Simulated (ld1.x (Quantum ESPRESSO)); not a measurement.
u(r) = r·R(r): atom against pseudo-atom (Pt (Z = 78))

Columns: radius, all-electron u(r) and pseudo u(r) of the 5d shell (level -6.14 eV) of platinum in the configuration [Xe] 4f14 5d9 6s1 6p0; PBE, scalar-relativistic, TM scheme, ld1.x (Quantum ESPRESSO) 7.5.

```csv
r (bohr),all-electron,pseudo
0.155,0.1675,0.0082
0.310,-0.3614,0.0609
0.465,-0.2630,0.1800
0.620,0.1196,0.3532
0.775,0.4636,0.5410
0.930,0.6872,0.6982
1.085,0.8008,0.7968
1.240,0.8361,0.8333
1.395,0.8227,0.8221
1.550,0.7818,0.7818
1.705,0.7273,0.7273
1.860,0.6675,0.6675
2.015,0.6073,0.6073
2.170,0.5494,0.5494
2.325,0.4952,0.4952
2.480,0.4451,0.4451
2.635,0.3994,0.3994
2.790,0.3581,0.3581
2.945,0.3207,0.3207
3.100,0.2870,0.2870
3.255,0.2569,0.2569
3.410,0.2298,0.2298
3.565,0.2056,0.2056
3.720,0.1840,0.1840
3.875,0.1647,0.1647
4.030,0.1474,0.1474
```

Problem. How many radial nodes do the two functions have?

Solution. The all-electron 5d function has n − l − 1 = 2; the pseudo-wave has 0, since the states of the same l below it are removed with the core.

Problem. At about which radius was the pseudo-wave matched?

Solution. 1.85 bohr. The columns agree to 0.0005 from 1.55 bohr on; several derivatives are matched, so the curves merge somewhat inside the radius.

Problem. Where does each function peak?

Solution. Outermost all-electron maximum near 1.24 bohr, pseudo maximum near 1.24 bohr (to the table’s step).

Problem. Is the pseudo-wave norm-conserving?

Solution. Yes: the TM scheme keeps the norm inside the radius equal to the all-electron one, which fixes the energy derivative of the logarithmic derivative at the level.
